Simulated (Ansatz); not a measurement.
Geometry optimisation, RKS B3LYP-D4/def2-SVP (Ansatz).

The input (input.yaml):

```yaml
crystal:
  periodic: [false, false, false]
  atoms:
    - { symbol: Sn, position_ang: [0.14, -0.4982, -1.9439] }
    - { symbol: Cl, position_ang: [0.0284, -2.2295, -0.2227] }
    - { symbol: Cl, position_ang: [-2.2135, -0.2378, -2.2839] }
    - { symbol: H, position_ang: [0.1069, 0.9576, -0.7591] }
    - { symbol: Si, position_ang: [0.418, 0.4723, 1.0185] }
    - { symbol: H, position_ang: [-0.776, -0.1116, 1.5943] }
    - { symbol: H, position_ang: [1.7103, -0.1935, 1.0712] }
    - { symbol: H, position_ang: [0.5859, 1.8407, 1.5255] }
basis:
  gaussian: { orbitals: def2-SVP }
hamiltonian:
  xc: b3lyp
  dispersion: d4
relax:
  f_tol: 0.15
  max_steps: 25
  restrain:
    - { distance: [0, 3], at: 1.7, k: 30.0 }
    - { distance: [0, 4], at: 2.5, k: 30.0 }
    - { distance: [3, 4], at: 2.72, k: 30.0 }
output:
  orbitals: {}
```

Command:

```bash
$ ansatz run input.yaml --threads 2 --pin off --max-ram 3072MiB --backend cpu --events-out ev --progress --plain --runs-dir out
```

Where does it end, and by what steps?

The run converged. The restraints hold the end off the free minimum. After 16 steps the energy has risen by 0.057 eV (the restraints' own energy left out); Cl2 moved furthest, 1.46 Å.

| step | energy less start (eV) | largest force component (eV/Å) | accepted |
| --- | --- | --- | --- |
| 0 | 0.0000 | 2.769 | yes |
| 1 | 1.1454 | 3.773 | yes |
| 2 | 2.0956 | 4.440 | yes |
| 3 | 2.8503 | 4.592 | yes |
| 4 | 3.1897 | 3.982 | yes |
| 5 | 3.1706 | 3.030 | yes |
| 6 | 3.0964 | 1.927 | yes |
| 7 | 2.7565 | 1.491 | yes |
| 8 | 1.9802 | 1.719 | yes |
| 9 | 1.1912 | 1.744 | yes |
| 10 | 0.7398 | 1.606 | yes |
| 11 | 0.3633 | 1.377 | yes |
| 12 | 0.2265 | 1.221 | yes |
| 13 | 0.1325 | 1.253 | yes |
| 14 | 0.0816 | 1.075 | yes |
| 15 | 0.0653 | 1.136 | yes |
| 16 | 0.0574 | 1.055 | yes |

```xyz
8
Properties=species:S:1:pos:R:3
Sn -0.308 -0.485 -0.999
Cl 0.276 -2.696 -1.581
Cl -2.325 -0.008 -2.126
H 0.925 0.623 -1.394
Si 0.212 0.453 1.262
H -0.463 0.054 2.530
H 1.671 0.154 1.320
H 0.012 1.905 0.988
```

Run time: 37 s on 2 threads of AMD EPYC 9R14 (Zen 4), with other jobs on the host, peak memory 0.26 GiB.
